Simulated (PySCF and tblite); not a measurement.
The numbers below are computed, except where a source is named.
C₅H₉FOS, numbered as in [CH3:1][C@@H:2]1[CH2:3][S@@:4](=[O:5])[CH2:6][C@@H:7]1[F:8].

Free energies: OPBE-D3(BJ)/def2-SVP (IEF-PCM, methanol) on GFN2-xTB structures plus GFN2-xTB thermal terms, symmetry and mirror images included. Conformers within 2.5 kcal/mol (GFN2-xTB free energy) were kept, 2 at most. GIAO shieldings: LDA/pcSseg-1 (IEF-PCM, methanol), starting guess atom. Shifts are against TMS (¹H), TMS (¹³C) at the same level; of two unlike H on one atom, a is the less shielded. Codes: tblite and PySCF.

(1) What shifts does this protocol give at 298.15 K under fast conformational exchange?

(2) How do the conformers differ?

Shifts are unscaled: against experiment ¹³C can be off by 15 ppm or more and ¹H by 0.8 ppm.

Answers

(1) ¹H: 5.94 (H7, 1H), 4.01 (H6a, 1H), 3.31 (H2, 1H), 2.96 (H3a, 1H), 2.95 (H6b, 1H), 2.61 (H3b, 1H), 1.41 (H1, 3H) ppm. ¹³C: 109.7 (C7), 80.4 (C6), 70.9 (C3), 48.8 (C2), 13.4 (C1) ppm.

(2) The 5-ring runs over atoms 2–3–4–6–7.
| conformer | shape | weight % |
| --- | --- | --- |
| 1 | 5-ring between envelope and twist (ring torsions 32, -6, -21, 46, -50°) | 99.1 |
| 2 | 5-ring between envelope and twist (ring torsions -21, -7, 33, -50, 43°) | 0.9 |

```
signal      1      2  average
    H1   1.41   0.91     1.41
    H2   3.31   3.17     3.31
   H3a   2.96   2.51     2.96
   H3b   2.60   4.01     2.61
   H6a   4.01   3.49     4.01
   H6b   2.95   3.09     2.95
    H7   5.93   6.57     5.94
    C1   13.4   16.3     13.4
    C2   48.8   49.1     48.8
    C3   70.8   76.0     70.9
    C6   80.5   66.5     80.4
    C7  109.7  107.6    109.7
```


Conformer gaps in def2-SVP on xTB geometries can be 2 kcal/mol too large for S=O, P=O and other polar bonds.